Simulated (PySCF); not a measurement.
## SMILES C[C@H]1CC[C@H]1CBr, C6H11Br

Molfile (atoms numbered from 1):
```
C6H11Br
     RDKit          3D

 18 18  0  0  0  0  0  0  0  0999 V2000
   -0.6970   -1.5818    0.4136 C   0  0  0  0  0  0  0  0  0  0  0  0
   -0.5098   -0.5034   -0.6401 C   0  0  1  0  0  0  0  0  0  0  0  0
   -1.4662    0.6929   -0.4652 C   0  0  0  0  0  0  0  0  0  0  0  0
   -0.3009    1.5371    0.0707 C   0  0  0  0  0  0  0  0  0  0  0  0
    0.6818    0.4654   -0.4347 C   0  0  1  0  0  0  0  0  0  0  0  0
    1.7967    0.0946    0.5135 C   0  0  0  0  0  0  0  0  0  0  0  0
    2.9206   -1.3252   -0.2314 Br  0  0  0  0  0  0  0  0  0  0  0  0
   -0.7373   -1.1528    1.4126 H   0  0  0  0  0  0  0  0  0  0  0  0
   -1.6360   -2.1016    0.2337 H   0  0  0  0  0  0  0  0  0  0  0  0
    0.1058   -2.3145    0.3731 H   0  0  0  0  0  0  0  0  0  0  0  0
   -0.5292   -0.9653   -1.6290 H   0  0  0  0  0  0  0  0  0  0  0  0
   -1.8594    1.0658   -1.4083 H   0  0  0  0  0  0  0  0  0  0  0  0
   -2.2922    0.5321    0.2242 H   0  0  0  0  0  0  0  0  0  0  0  0
   -0.3036    1.6170    1.1568 H   0  0  0  0  0  0  0  0  0  0  0  0
   -0.1832    2.5314   -0.3547 H   0  0  0  0  0  0  0  0  0  0  0  0
    1.1137    0.7499   -1.3975 H   0  0  0  0  0  0  0  0  0  0  0  0
    2.4590    0.9440    0.6843 H   0  0  0  0  0  0  0  0  0  0  0  0
    1.4283   -0.2793    1.4667 H   0  0  0  0  0  0  0  0  0  0  0  0
  1  2  1  0
  2  3  1  0
  3  4  1  0
  4  5  1  0
  5  6  1  0
  6  7  1  0
  5  2  1  0
  1  8  1  0
  1  9  1  0
  1 10  1  0
  2 11  1  6
  3 12  1  0
  3 13  1  0
  4 14  1  0
  4 15  1  0
  5 16  1  6
  6 17  1  0
  6 18  1  0
M  END
```

Method: TDDFT B3LYP/def2-SVPD circular dichroism and optical rotation, one conformer, gas phase in PySCF. Geometry: GFN2-xTB.

The molecule is flexible and this is one conformer; a measurement averages over conformers. The calculation is non-relativistic, which matters for the atoms heavier than Zn. States above about 7.5 eV (minus the energy of the highest occupied orbital) lie near or above the ionisation threshold and depend on the basis.

(1) Draw the ECD and absorption spectra from the lowest 8 states, each a Gaussian of half-width 0.2 eV at 1/e height.

Results:

(1) 
| E (eV) | λ (nm) | Δε (L mol⁻¹ cm⁻¹) | ε (L mol⁻¹ cm⁻¹) |
| --- | --- | --- | --- |
| 5.47 | 227 | 0.00 | 0.68 |
| 5.62 | 221 | 0.00 | 17.6 |
| 5.77 | 215 | +0.08 | 153 |
| 5.92 | 210 | +0.45 | 448 |
| 6.07 | 204 | +0.68 | 445 |
| 6.22 | 199 | +0.31 | 151 |
| 6.37 | 195 | +0.05 | 17.4 |
| 6.52 | 190 | +0.01 | 3.62 |
| 6.67 | 186 | +0.21 | 107 |
| 6.82 | 182 | +1.68 | 1370 |
| 6.97 | 178 | +1.01 | 6400 |
| 7.12 | 174 | -12.64 | 11800 |
| 7.27 | 171 | -18.62 | 9500 |

Δε uses R in velocity form, ε uses f in length form. Only the states computed contribute, so the short-wavelength end is incomplete.
